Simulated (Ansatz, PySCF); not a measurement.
CH₆GeOSi, SMILES C[O][Ge][SiH3] (connectivity only; charge and spin as stated), neutral, multiplicity 1. Atoms are numbered in the order given.

```xyz
10

Ge     0.2020     0.2773     0.9130
O      1.5328    -0.0627    -0.2348
C      1.5635    -0.4746    -1.5789
H      0.5548    -0.6129    -2.0095
H      2.0989     0.2758    -2.1862
H      2.1095    -1.4302    -1.6634
Si    -1.7890    -0.2019    -0.5953
H     -1.8235    -1.6147    -1.0983
H     -1.8469     0.6934    -1.7974
H     -3.0489     0.0212     0.1834
```

Geometry optimised at B3LYP-D3(BJ)/def2-SVP. The structure was generated by enumeration; whether it is a known compound was not checked. Other conformers were not sampled.

Two levels are set side by side: PBE-D3(BJ)/def2-SVP (Ansatz, a first-principles code) and B3LYP-D3(BJ)/def2-SVP (Ansatz). Each level has its own optimised geometry; the coordinates shown are those of the second. Frequencies come from the Hessian of PySCF at each geometry. Differences are taken from unrounded values.

| quantity | B3LYP-D3(BJ) |
|---|---|
| mean bond length (Å) | 1.506 |
| bond Ge1–O2 (Å) | 1.790 |
| bond Ge1–Si7 (Å) | 2.543 |
| bond O2–C3 (Å) | 1.406 |
| bond C3–H4 (Å) | 1.105 |
| bond C3–H5 (Å) | 1.104 |
| bond C3–H6 (Å) | 1.104 |
| bond Si7–H8 (Å) | 1.500 |
| bond Si7–H9 (Å) | 1.500 |
| bond Si7–H10 (Å) | 1.498 |
| highest harmonic wavenumber (cm⁻¹) | 3083 |
| mean harmonic wavenumber (cm⁻¹) | 1195 |
| zero-point energy (kcal/mol) | 40.99 |

Problem. What does PBE-D3(BJ) give, and how far is it from B3LYP-D3(BJ)? (Estimate from the structure and the level; the computed values follow.)

Solution. 
```
quantity                            PBE-D3(BJ)  PBE-D3(BJ) minus B3LYP-D3(BJ)
----------------------------------  ----------  -----------------------------
mean bond length (Å)                     1.515                          0.010
bond Ge1–O2 (Å)                          1.806                          0.016
bond Ge1–Si7 (Å)                         2.543                          0.000
bond O2–C3 (Å)                           1.411                          0.005
bond C3–H4 (Å)                           1.115                          0.009
bond C3–H5 (Å)                           1.112                          0.008
bond C3–H6 (Å)                           1.112                          0.008
bond Si7–H8 (Å)                          1.514                          0.014
bond Si7–H9 (Å)                          1.514                          0.014
bond Si7–H10 (Å)                         1.511                          0.013
highest harmonic wavenumber (cm⁻¹)        3020                            -63
mean harmonic wavenumber (cm⁻¹)           1158                            -37
zero-point energy (kcal/mol)             39.73                          -1.26
```

GGA bonds tend to be longer and softer than those of functionals with exact exchange. Differences between two approximate levels are no errors against the true value.
